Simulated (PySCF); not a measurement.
# Running PySCF for TeH⁺

File input.py (PySCF 2.14):

```python
from pyscf import gto, scf

mol = gto.M(
    atom='Te 0 0 0; H 0 0 2.001',
    basis='def2-svpd',
    ecp={'Te': 'def2-svpd'},
    charge=1,
    spin=2,
    verbose=4,
)
mf = scf.UHF(mol)
mf.kernel()
mf.nuc_grad_method().kernel()
mf.dip_moment()
print('orbital energies (hartree):', [e[max(0, n-3):n+3].round(4) for e, n in zip(mf.mo_energy, mol.nelec)])
```

```bash
$ python input.py
```

The log (some set-up lines and the per-cycle HOMO/LUMO lines with their warnings removed):

```
PySCF version 2.14.0

[INPUT] Symbol           X                Y                Z      unit          X                Y                Z       unit  Magmom
[INPUT]  1 Te     0.000000000000   0.000000000000   0.000000000000 AA    0.000000000000   0.000000000000   0.000000000000 Bohr   0.0
[INPUT]  2 H      0.000000000000   0.000000000000   2.001000000000 AA    0.000000000000   0.000000000000   3.781341975255 Bohr   0.0

nuclear repulsion = 6.34695305451274
number of shells = 17
number of NR pGTOs = 80
number of NR cGTOs = 43
basis = def2-svpd
ecp = {'Te': 'def2-svpd'}

******** <class 'pyscf.scf.uhf.UHF'> ********
method = UHF
initial guess = minao
damping factor = 0
level_shift factor = 0
DIIS = <class 'pyscf.scf.diis.CDIIS'>
SCF conv_tol = 1e-09
SCF max_cycles = 50
number electrons alpha = 13  beta = 11
init E= -238.695091950917

cycle= 1 E= -266.73874899644  delta_E=  -28  |g|= 1.13  |ddm|= 5.03
cycle= 2 E= -267.21167937146  delta_E= -0.473  |g|= 0.337  |ddm|= 2.67
cycle= 3 E= -267.249105852256  delta_E= -0.0374  |g|= 0.0266  |ddm|= 0.459
cycle= 4 E= -267.250156955899  delta_E= -0.00105  |g|= 0.0121  |ddm|= 0.057
cycle= 5 E= -267.250610496991  delta_E= -0.000454  |g|= 0.00877  |ddm|= 0.037
cycle= 6 E= -267.250958654157  delta_E= -0.000348  |g|= 0.00785  |ddm|= 0.0301
cycle= 7 E= -267.251833579595  delta_E= -0.000875  |g|= 0.00518  |ddm|= 0.0943
cycle= 8 E= -267.252292370332  delta_E= -0.000459  |g|= 0.00149  |ddm|= 0.133
cycle= 9 E= -267.252283285493  delta_E= 9.08e-06  |g|= 0.00119  |ddm|= 0.0344
cycle= 10 E= -267.252300296866  delta_E= -1.7e-05  |g|= 0.000302  |ddm|= 0.0267
cycle= 11 E= -267.252300925864  delta_E= -6.29e-07  |g|= 9.98e-05  |ddm|= 0.00585
cycle= 12 E= -267.252301025366  delta_E= -9.95e-08  |g|= 9.92e-06  |ddm|= 0.00166
cycle= 13 E= -267.252301025578  delta_E= -2.12e-10  |g|= 1.94e-06  |ddm|= 3.89e-05
Extra cycle  E= -267.252301025583  delta_E= -5.29e-12  |g|= 8.26e-07  |ddm|= 4e-06
converged SCF energy = -267.252301025583  <S^2> = 2.1389764  2S+1 = 3.0912628

******** <class 'pyscf.grad.uhf.Gradients'> for <class 'pyscf.scf.uhf.UHF'> ********
unit = Eh/Bohr
--------------- UHF gradients ---------------
         x                y                z
0 Te     0.0000000000    -0.0000000000    -0.0495036352
1 H    -0.0000000000     0.0000000000     0.0495036352
----------------------------------------------

WARN: System has nonzero charge 1; the dipole moment is origin-dependent.
Location of origin: [0. 0. 0.]

Dipole moment(X, Y, Z, Debye):  0.00000,  0.00000,  1.08673
orbital energies (hartree): [array([-0.6988, -0.6767, -0.6767, -0.1764, -0.0922, -0.0691]), array([-2.2597, -0.9587, -0.7044, -0.2607, -0.2607, -0.1846])]
```

In short: E(SCF) = -267.252301 Eh, 13 cycles, ⟨S²⟩ = 2.139, gradient on the second atom 0.0495 Eh/bohr.

Wall time 1.3 s on one thread of a shared host.

The bond length is a typed value, not an optimised one. The dipole of an ion depends on the origin. No search for the lowest solution was made.
